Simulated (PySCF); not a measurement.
# Induced dipoles and field energies

Compound: C5H10Si.
Numbering: `[CH2:1]=[CH:2][C:3](=[CH2:4])[CH2:5][SiH3:6]` (hydrogens: H7, H8 on C1; H9 on C2; H10, H11 on C4; H12, H13 on C5; H14, H15, H16 on Si6)

Cartesian coordinates in Å at the GFN2-xTB level; atoms count from 1:
```xyz
16
C5H10Si angstrom
C      1.1796   -0.9643    1.7956
C      0.9229    0.2975    1.4717
C      0.4095    0.7818    0.1975
C      0.1892    2.0876    0.0304
C      0.1061   -0.1973   -0.8893
Si    -1.5972   -1.0231   -0.6374
H      1.5598   -1.2248    2.7691
H      1.0260   -1.7856    1.1171
H      1.1048    1.0738    2.2051
H     -0.1913    2.4850   -0.8955
H      0.3831    2.8034    0.8115
H      0.1000    0.3218   -1.8487
H      0.8854   -0.9571   -0.9424
H     -2.6221    0.0193   -0.5758
H     -1.6187   -1.8054    0.5987
H     -1.8447   -1.9035   -1.7828
```

Level: CAM-B3LYP/def2-SVPD (PySCF); nuclei fixed, core orbitals frozen in the response. Permanent dipole (0.326, 0.001, -0.136) D (1 au = 2.5417 D). Static polarisability (au):

```
x    77.29  -0.94  10.88
y    -0.94 108.72  -7.36
z    10.88  -7.36  83.72
```

Only the terms in μ and α are kept: μ(F) = μ + αF and ΔE = −μ·F − ½ F·αF.

Task: Apply 0.002 au along ±x, ±y and ±z in turn. Tabulate induced and total dipoles and both energy terms.

Result: 
| field along | induced x (D) | induced y (D) | induced z (D) | total size (D) | −μ·F (kJ/mol) | −½F·αF (kJ/mol) |
| --- | --- | --- | --- | --- | --- | --- |
| +x | 0.393 | -0.005 | 0.055 | 0.723 | -0.673 | -0.406 |
| −x | -0.393 | 0.005 | -0.055 | 0.203 | +0.673 | -0.406 |
| +y | -0.005 | 0.553 | -0.037 | 0.663 | -0.002 | -0.571 |
| −y | 0.005 | -0.553 | 0.037 | 0.651 | +0.002 | -0.571 |
| +z | 0.055 | -0.037 | 0.426 | 0.480 | +0.281 | -0.440 |
| −z | -0.055 | 0.037 | -0.426 | 0.625 | -0.281 | -0.440 |

Task: For the field (0.0014, 0.0000, -0.0018) au, what is the induced dipole, and what angle does it make with the field?

Result: αF = (0.225, 0.030, -0.344) D, at 6.3° to the field. The polarisability along this direction, F·αF/F², is 70.75 au, against a mean of 89.91 au.

Task: Which field along μ doubles the dipole in that direction (linear response)?

Result: The polarisability along the dipole is 70.52 au, so F = 0.1390 au / 70.52 au = 0.0020 au = 0.10 V/Å; higher-order terms are ignored.

Task: What field makes μF equal to kT at 298 K?

Result: kT = 0.9437 × 10⁻³ Eh, so F = 0.00679 au = 34.9 MV/cm.

Task: A unit point charge sits 10 Å away. Estimate the induction energy −αe²/2R⁴ with the mean polarisability, treating the molecule as a point.

Result: R = 18.90 bohr, so the energy is −89.9/(2 × 18.90⁴) Eh = -0.926 kJ/mol. The charge–dipole term at its most favourable orientation, −μe/R², is -1.02 kJ/mol.

Geometry: GFN2-xTB, one conformer, isolated molecule.
